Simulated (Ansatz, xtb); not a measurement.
# C5H6BrFO: which of two isomers lies lower

Structure I: `C[C@@H]1C[C@@]1(F)C(=O)Br`, a singlet. Structure II: `O=C1CC[C@@H](Br)[C@H]1F`, a singlet. Both are isolated molecules in the gas phase, relaxed with r2SCAN-D4/def2-SVP; the shapes shown needn't be the lowest conformers.

I (Å):

```
atom    x (Å)    y (Å)    z (Å)
   C   1.9381  -1.7483   1.7680
   C   0.4708  -1.7722   2.1047
   C  -0.5775  -1.7789   1.0323
   C  -0.3501  -0.5219   1.8344
   C  -1.3718  -0.1553   2.8457
  Br  -1.5426   1.7818   3.1256
   F   0.2797   0.5024   1.2092
   O  -2.0319  -0.9365   3.4556
   H   2.5237  -1.3050   2.5881
   H   2.1289  -1.1614   0.8584
   H   2.3063  -2.7729   1.6019
   H   0.1925  -2.2809   3.0355
   H  -1.5145  -2.3150   1.2065
   H  -0.2403  -1.7076  -0.0066
```

II (Å):

```yaml
atoms:
  - { symbol: C, position_ang: [0.1037, -1.5052, -0.1171] }
  - { symbol: C, position_ang: [-0.6659, -0.6559, -1.1253] }
  - { symbol: C, position_ang: [-1.6615, 0.1635, -0.2902] }
  - { symbol: C, position_ang: [-0.9689, 0.2559, 1.0736] }
  - { symbol: C, position_ang: [-0.4103, -1.1337, 1.2991] }
  - { symbol: Br, position_ang: [-2.1367, 0.8719, 2.5076] }
  - { symbol: F, position_ang: [-1.4431, -2.0223, 1.5543] }
  - { symbol: O, position_ang: [0.9498, -2.3265, -0.3524] }
  - { symbol: H, position_ang: [0.0736, -0.0186, -1.6434] }
  - { symbol: H, position_ang: [-1.1253, -1.2900, -1.8997] }
  - { symbol: H, position_ang: [-1.8953, 1.1521, -0.7091] }
  - { symbol: H, position_ang: [-2.6056, -0.3889, -0.1659] }
  - { symbol: H, position_ang: [-0.1307, 0.9718, 1.0434] }
  - { symbol: H, position_ang: [0.3521, -1.2275, 2.0873] }
```

Which of the two would you expect CCSD(T)/def2-SVP + ΔMP2/def2-TZVPP electronic energies to favour?

Structure II; the calculation gives E(II) − E(I) = −63.3 kJ/mol.

Level by level:

| level | geometry | E(II) − E(I) (kJ/mol) | departure from the last row (kJ/mol) | job, with rough time for the two |
| --- | --- | --- | --- | --- |
| GFN2-xTB | GFN2-xTB | −45.6 | +17.8 | optimisation, 0.17 s |
| HF/STO-3G | GFN2-xTB | −127.5 | −64.2 | single point, 0.88 s |
| r2SCAN-D4/def2-SVP//GFN2-xTB | GFN2-xTB | −28.6 | +34.7 | single point, 7.5 s |
| r2SCAN-D4/def2-SVP | r2SCAN-D4/def2-SVP | −27.9 | +35.4 | optimisation, 61 s |
| HF/def2-SVP | r2SCAN-D4/def2-SVP | −67.1 | −3.8 | part of the CCSD(T) run |
| MP2/def2-SVP | r2SCAN-D4/def2-SVP | −42.4 | +20.9 | part of the CCSD(T) run |
| CCSD(T)/def2-SVP | r2SCAN-D4/def2-SVP | −49.5 | +13.8 | single point |
| CCSD(T)/def2-SVP + ΔMP2/def2-TZVPP | r2SCAN-D4/def2-SVP | −63.3 |  | single point, 3.9 min |

As drawn, both hold the same kinds of bond in the same numbers. Structure I has 1 methyl group, II 0. Structure I has a 3-membered ring, II a 5-membered ring.

The levels shown agree on the order. The largest departure from CCSD(T)/def2-SVP + ΔMP2/def2-TZVPP is that of HF/STO-3G, 64.2 kJ/mol. The last row adds to CCSD(T) the change of the MP2 difference between the two basis sets, here −13.8 kJ/mol, a large step that makes the value less sure.

With thermal terms from frequencies at re-optimised GFN2-xTB minima (ideal gas, soft modes damped towards free rotors, one conformer each, 298.15 K, 1 atm): the zero-point term adds +4.8 kJ/mol; ΔH is −60.9 and ΔG −56.7 kJ/mol.

The correlated steps freeze 16 core orbitals; the filled d shell of Br is correlated, in a basis made for valence electrons. Programs: Ansatz 0.2.0, xtb 6.7.1; the last row on 4 threads of Arm Neoverse V1 on a shared host.
